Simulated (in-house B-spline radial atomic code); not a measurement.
The numbers below are computed, except where a source is named.
## Making a Troullier-Martins d channel for Zr, r_c = 2.19 bohr

Zr, [Kr] 4d2 5s2, non-relativistic PBE, spherical and spin-unpolarised, from an all-electron radial atomic-structure program (B-spline basis) (atomic units). The all-electron 4d level is ε = -0.145624 hartree, its outermost node lies just inside 0.58 bohr and its outer maximum at 1.56 bohr.

Inside r_c the pseudo-orbital is u(r) = r^3 exp(p(r)), with p = c0 + c2 r² + c4 r⁴ + … + c12 r¹². The seven coefficients follow from p and its first four derivatives at r_c, from zero curvature of the screened potential at the origin, c4 = −c2²/(2l + 5), and from the norm inside r_c. At r_c the all-electron orbital has P = 0.6107561, P' = -0.2075149, the screened potential V = -0.8388835, V' = 0.9369623, V'' = -1.53262, and the norm inside is Q = 0.5728639.

What are p, p' and p'' at r_c?

p = ln(P/r_c^3) = ln(0.6107561/10.5035) = -2.84476. p' = P'/P − 3/r_c = -0.33977 − 1.36986 = -1.70963. The radial equation gives p'' = 2(V − ε) − 2(3) p'/r_c − p'² = -1.38652 − (-4.68392) − 2.92283 = 0.37456. Differentiating, p''' = 2V' + 2(3)p'/r_c² − 2(3)p''/r_c − 2p'p'' = -0.010322, and p'''' = 2V'' − 4(3)p'/r_c³ + 4(3)p''/r_c² − 2(3)p'''/r_c − 2p''² − 2p'p''' = -0.46246.

For a trial c2 the five matching conditions are linear in c0, c6, c8, c10 and c12, and c2 is varied until the norm inside r_c equals Q. The root nearest zero gives:

| n | c_n |
| --- | --- |
| 0 | 0.1939991 |
| 2 | -0.8230861 |
| 4 | -0.07527453 |
| 6 | 0.06767512 |
| 8 | -0.01523636 |
| 10 | 0.001587621 |
| 12 | -6.513967e-05 |

Check c4 and p(r_c), and find the screened pseudopotential at the origin.

−c2²/9 = -0.0752745, as listed. The terms c_n r_c^n are 0.19400, -3.94760, -1.73151, 7.46610, -8.06184, 4.02891, -0.79282, which sum to -2.84476. Inverting the radial equation, V_l(r) = ε + 3 p'/r + (p'' + p'²)/2, so V_l(0) = ε + (2l + 3) c2 = -0.145624 + 7 × (-0.823086) = -5.9072 hartree, finite where the all-electron potential diverges.

Orbitals and screened potentials:

```tsv
r (bohr)	P	u	V all-electron	V pseudo
0.219	-0.28	0.01226	-87.32	-5.901
0.548	-0.04603	0.1553	-17.22	-5.698
0.876	0.3911	0.426	-6.705	-4.857
1.205	0.6278	0.6368	-3.476	-3.395
1.533	0.6943	0.6991	-2.004	-2.005
1.862	0.6709	0.6713	-1.25	-1.215
2.19	0.6108	0.6108	-0.8389	-0.8389
```

Logarithmic derivatives P'/P at R = 2.49 bohr, for energies E around ε:

```
E − ε (hartree)  all-electron     pseudo
           -0.5      0.786997   0.788039
          -0.25      0.366446   0.367022
           -0.1    -0.0188944  -0.018729
              0     -0.394656  -0.394662
            0.1      -0.96664  -0.966133
           0.25      -2.92611   -2.91376
            0.5       10.1547    10.4814
```

With P(R) = 0.5465504 and a norm of 0.6734867 inside R, what slope in energy does norm conservation fix?

d(P'/P)/dE = −2 × (norm inside R)/P(R)² = -4.5092 per hartree·bohr at E = ε, for both atoms, since orbital and norm agree at R. Differences over ±0.1 hartree give -4.7387 (all-electron) and -4.7370 (pseudo), which also hold third-order terms. Half a hartree below ε the two curves differ by +0.0010.
